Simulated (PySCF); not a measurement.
## Krypton: a sound run and one with changed settings

Sound run: Kr⁺ [Ar] 3d10 4s2 4p5, Kr²⁺ [Ar] 3d10 4s2 4p4. Computed with PySCF 2.14 in aug-cc-pVDZ-DK (6s5p3d, 36 functions), with the spin-free X2C one-electron Hamiltonian (Gaussian nucleus). In the sound run the correlated levels freeze [Ar] 3d10. The sound run starts from symmetry-adapted Hartree-Fock orbitals and uses a fine grid where one is needed.

Changed run: a valence shell is frozen. This setting is unsound on purpose.

| species | method | sound run (hartree) | changed run (hartree) | converged |
| --- | --- | --- | --- | --- |
| Kr⁺ | MP2 | -2787.66800 | -2787.63715 | yes |
| Kr⁺ | CCSD(T) | -2787.68371 | -2787.64733 | yes |
| Kr²⁺ | MP2 | -2786.79016 | -2786.75204 | yes |
| Kr²⁺ | CCSD(T) | -2786.80648 | -2786.76023 | yes |

Ionisation energy of Kr⁺:

```csv
method,sound run (eV),changed run (eV)
UHF,23.276,23.276
MP2,23.887,24.085
SCS-MP2,23.861,24.124
CCSD,23.860,24.131
CCSD(T),23.871,24.139
```

Freezing a valence shell removes pair correlation that changes on ionisation.

For comparison, NIST gives 24.360 eV between the lowest levels.
